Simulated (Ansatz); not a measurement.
`NC(N)(N)F` and `[NH2][Ge]([NH2])([NH2])[F]` differ in one element.

Ansatz, PBE0-D4/def2-TZVP geometries, multiplicity 1. Each molecule was computed in one conformer, which needn't be the lowest.

Scalar relativity is left out up to krypton.

| property | `NC(N)(N)F` |
| --- | --- |
| LUMO energy (ωB97M-V/def2-TZVPP) / eV | 2.16 |
| LUMO energy (B3LYP/def2-TZVPP) / eV | 0.42 |
| LUMO energy (PBE0/def2-TZVPP) / eV | 0.80 |
| zero-point energy (PBE0-D4/def2-TZVP) / kJ/mol | 241.5 |
| HOMO–LUMO gap (PBE0/def2-TZVPP) / eV | 7.78 |
| HOMO energy (B3LYP/def2-TZVPP) / eV | -6.76 |

**Question.** Give the same properties after the change, and the shifts. (Estimate.)

**Answer.** Computed: 
```csv
property,`[NH2][Ge]([NH2])([NH2])[F]`,shift
LUMO energy (ωB97M-V/def2-TZVPP) / eV,1.73,-0.43
LUMO energy (B3LYP/def2-TZVPP) / eV,-0.11,-0.53
LUMO energy (PBE0/def2-TZVPP) / eV,0.27,-0.53
zero-point energy (PBE0-D4/def2-TZVP) / kJ/mol,211.6,-29.9
HOMO–LUMO gap (PBE0/def2-TZVPP) / eV,7.55,-0.23
HOMO energy (B3LYP/def2-TZVPP) / eV,-7.03,-0.27
```

With PBE0 the HOMO falls by 0.30 eV and the LUMO falls by 0.53 eV, so the gap narrows by about 0.23 eV. PBE moves the HOMO by -0.35 eV and ωB97M-V by -0.25 eV.

B3LYP here is the variant with VWN-RPA as its local correlation; programs differ in this.
